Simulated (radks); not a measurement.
Results of a calculation; reference values are marked as such.
The thallium ion Tl68+, configuration [Ne] 3s2 3p1. Code: a radial shooting solver on a logarithmic mesh with Libxc functionals. Model: scalar-relativistic Kohn-Sham, LDA (Slater exchange, VWN5 correlation), spin-polarised, spherical densities, finite nucleus; open shells are filled with parallel spins first (spin-orbit coupling, left out, can overturn this in heavy ions); Fermi nuclear charge, rms radius 5.4759 fm.

Unscreened Slater integrals over Kohn-Sham orbitals (cm^-1). They are taken over the spin-up orbitals. Empty in this configuration: 3d.

\begin{tabular}{lr}
integral & value \\ \hline
F0(3p,3p) & 1219200 \\
F2(3p,3p) & 607070 \\
F0(3p,3s) & 1209200 \\
G1(3p,3s) & 782160 \\
F0(3p,2p) & 1611600 \\
F2(3p,2p) & 422680 \\
G0(3p,2p) & 170370 \\
G2(3p,2p) & 189280 \\
F0(3p,2s) & 1571600 \\
G1(3p,2s) & 134760 \\
F0(3p,3d) & 1279200 \\
F2(3p,3d) & 611390 \\
G1(3p,3d) & 632640 \\
G3(3p,3d) & 430170 \\
F0(3s,3s) & 1202800 \\
F0(3s,2p) & 1570100 \\
G1(3s,2p) & 168020 \\
F0(3s,2s) & 1544500 \\
G0(3s,2s) & 136210 \\
F0(3s,3d) & 1270200 \\
G2(3s,3d) & 496210 \\
F0(2p,2p) & 3256700 \\
F2(2p,2p) & 1538100 \\
F0(2p,2s) & 3050900 \\
G1(2p,2s) & 1755900 \\
F0(2p,3d) & 1740800 \\
F2(2p,3d) & 548540 \\
G1(2p,3d) & 527430 \\
G3(2p,3d) & 304520 \\
F0(2s,2s) & 2923500 \\
F0(2s,3d) & 1724400 \\
G2(2s,3d) & 462900 \\
F0(3d,3d) & 1386600 \\
F2(3d,3d) & 722860 \\
F4(3d,3d) & 469200 \\
\end{tabular}

Derived for the open shells (J is the average intra-shell exchange parameter used in DFT+U). 3p: J = F2/5 = 121400 cm^-1.
